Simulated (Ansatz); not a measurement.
`[F][Ga]([F])[SeH]` + HCl → `[F][Ga]([F])[Cl]` + H₂Se at 400 K and 1 bar (ligand exchange at a Ga–Se bond).

Gas-phase electronic energies from Ansatz, PBE0-D4/def2-TZVP geometries. CBS: MP2 limit from def2 TZ/QZ plus the TZ coupled-cluster correction, frozen cores. This one scheme is used for every species. For Ga, Se outer-core shells are correlated without core-valence functions, which leaves a few kJ/mol of doubt a bond. Scalar relativity is left out up to krypton. Each species was taken in one conformer, which may not be the lowest.

| species | CCSD(T)/CBS energy (Eh) | H − E (kJ/mol) | S (J/(mol·K)) |
| --- | --- | --- | --- |
| `[F][Ga]([F])[SeH]` | -4524.95394 | 59.9 | 367.1 |
| HCl | -460.38127 | 29.6 | 195.4 |
| `[F][Ga]([F])[Cl]` | -2583.43598 | 37.6 | 333.8 |
| H₂Se | -2401.89790 | 49.4 | 229.5 |

H − E and S are ideal-gas, rigid-rotor, harmonic terms from PBE0-D4/def2-TZVP, for one conformer and one mirror image of each species. 1 Eh = 2625.50 kJ/mol, R = 8.31446 J/(mol·K).

Problem. By hand: ΔE, ΔH, ΔS and ΔG.

Solution. ΔE = (-2583.43598) + (-2401.89790) − (-4524.95394) − (-460.38127) = 0.00133 Eh = 3.5 kJ/mol. Δ(H − E) = 37.6 + 49.4 − 59.9 − 29.6 = -2.5, so ΔH = 1.0 kJ/mol. ΔS = 333.8 + 229.5 − 367.1 − 195.4 = 0.8 J/(mol·K). ΔG = 1.0 − 400 × (0.8)/1000 = 0.7 kJ/mol.

Problem. By hand: the equilibrium constant, and the temperature at which ΔG would vanish if ΔH and ΔS stayed fixed.

Solution. log₁₀ K = −ΔG/(RT ln 10) = -0.1. ΔG = 0 at ΔH/ΔS = 1250 K, though so small a ΔH makes that figure unsure.

The number of gas molecules stays the same, so ΔS is small and ΔH decides. The sign of ΔG lies within the doubt. A doubt of 5 kJ/mol in ΔE shifts log₁₀ K by 0.7 here. Other conformers and mirror images would add mixing entropy, several J/(mol·K) or more a flexible species. These are equilibria of isolated gas molecules and say nothing of rates. Largest T1 diagnostic: 0.014 (customary marks: 0.02 for closed shells, 0.045 for open ones).
